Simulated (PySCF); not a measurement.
**Distorted geometries of Sm(NO2)2**

Sm(NO2)2 (singlet in the valence; each metal's 4f electrons, 6 of them, lie in its core potential, out of spins and levels). PySCF 2.14.0, RKS PBE0, Sm lcecp-0-SVP with ECP52, O def2-SVP, N def2-SVP; non-relativistic Hamiltonian with scalar-relativistic core potentials where named; density fitting; no spin-orbit coupling. Relaxed geometry:

```xyz
7

Sm    0.0000    0.0000    0.0000
O     0.7442    0.7442    2.2810
O    -0.7442   -0.7442    2.2810
N     0.0000    0.0000    2.9598
O     0.7442   -0.7442   -2.2810
O    -0.7442    0.7442   -2.2810
N     0.0000    0.0000   -2.9598
```

**Question.** Order these distorted geometries by energy above the relaxed one, lowest first.
A.
```xyz
7

Sm    0.0583   -0.0500    0.0092
O     0.7154    0.7533    2.2096
O    -0.7170   -0.7139    2.2670
N     0.0245    0.0233    3.0074
O     0.7078   -0.7764   -2.3304
O    -0.7456    0.7792   -2.2741
N    -0.0434   -0.0155   -2.8886
```
B.
```xyz
7

Sm   -0.0665    0.0214   -0.1031
O     0.6887    0.8475    2.3183
O    -0.8003   -0.8852    2.2978
N     0.0283    0.0992    2.9300
O     0.7335   -0.6936   -2.1557
O    -0.6907    0.7334   -2.4545
N     0.1071   -0.1227   -2.8327
```
C.
```xyz
7

Sm    0.0307    0.0038   -0.0271
O     0.7672    0.7439    2.2651
O    -0.7318   -0.7523    2.2849
N    -0.0303    0.0147    2.9243
O     0.7762   -0.7541   -2.2475
O    -0.8025    0.7810   -2.2510
N    -0.0095   -0.0370   -2.9485
```

**Answer.** C (0.25 eV), A (0.44 eV), B (2.55 eV).

**Question.** Which forces (eV/Å) act in the one that lies 0.25 eV up?

**Answer.** 
```
Sm  -0.12  0.14  0.33
O   -0.48 -0.48 -0.31
O   -0.68 -0.79 -1.31
N    1.14  1.26  1.51
O   -1.35  1.25 -1.04
O    2.42 -2.46 -1.48
N   -0.94  1.07  2.28
```
Forces carry noise of the integration grid, about 0.01 to 0.03 eV/Å.

An lcecp potential fixes the number of 4f electrons, so in runs with it no electron can move into or out of that shell.
